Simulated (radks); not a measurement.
Ar, 18 electrons, occupied as [Ne] 3s2 3p5 6d1 (not the ground configuration). All-electron calculation, scalar-relativistic Kohn-Sham, r2SCAN, spin-polarised, spherical densities, finite nucleus; open shells are filled with parallel spins first; meta-GGA in the generalised Kohn-Sham scheme; Fermi nuclear charge, rms radius 3.4274 fm. Program: a radial shooting solver on a logarithmic mesh with Libxc functionals.

X-ray form factor f0, the Fourier transform of the density (f0(0) = 18):

sin(theta)/lambda (1/angstrom),f0 (electrons)
0.05,16.670
0.1,15.662
0.15,14.297
0.2,12.816
0.25,11.434
0.3,10.262
0.4,8.601
0.5,7.586
0.6,6.867
0.8,5.627
1,4.453
1.25,3.248
1.5,2.427
2,1.615
